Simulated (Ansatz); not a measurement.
`C[SiH](F)Cl` + `N=C=O` → `O=C=N[SiH](F)Cl` + CH₄ at 700 K and 1 bar (ligand exchange at the Si–C bond).

Computed with Ansatz on PBE0-D4/def2-TZVP structures; ΔE is electronic, products minus reactants. CCSD(T)/CBS is the MP2 limit (def2-TZVPP, def2-QZVPP) plus CCSD(T) − MP2 in def2-TZVPP, frozen cores. This one scheme is used for every species. One conformer a species, not always the lowest.

| species | CCSD(T)/CBS energy (Eh) | H − E (kJ/mol) | S (J/(mol·K)) |
| --- | --- | --- | --- |
| `C[SiH](F)Cl` | -889.24457 | 194.0 | 410.2 |
| `N=C=O` | -168.51995 | 89.3 | 283.6 |
| `O=C=N[SiH](F)Cl` | -1017.33874 | 140.0 | 459.6 |
| CH₄ | -40.46206 | 145.9 | 224.0 |

H − E and S are ideal-gas, rigid-rotor, harmonic terms from PBE0-D4/def2-TZVP, for one conformer and one mirror image of each species. 1 Eh = 2625.50 kJ/mol, R = 8.31446 J/(mol·K).

Question: By hand: ΔE, ΔH, ΔS and ΔG.

Answer: ΔE = (-1017.33874) + (-40.46206) − (-889.24457) − (-168.51995) = -0.03628 Eh = -95.3 kJ/mol. Δ(H − E) = 140.0 + 145.9 − 194.0 − 89.3 = 2.6, so ΔH = -92.7 kJ/mol. ΔS = 459.6 + 224.0 − 410.2 − 283.6 = -10.2 J/(mol·K). ΔG = -92.7 − 700 × (-10.2)/1000 = -85.6 kJ/mol.

Question: By hand: the equilibrium constant, and the temperature at which ΔG would vanish if ΔH and ΔS stayed fixed.

Answer: log₁₀ K = −ΔG/(RT ln 10) = 6.4. ΔG = 0 at ΔH/ΔS = 9088 K, far beyond where these terms or the molecules hold.

The number of gas molecules stays the same, so ΔS is small and ΔH decides. A doubt of 5 kJ/mol in ΔE shifts log₁₀ K by 0.4 here. Other conformers and mirror images would add mixing entropy, several J/(mol·K) or more a flexible species. Modes under 60 cm⁻¹, often nearly free rotors, make the harmonic entropy too high. These are equilibria of isolated gas molecules and say nothing of rates. Largest T1 diagnostic: 0.018 (customary marks: 0.02 for closed shells, 0.045 for open ones).
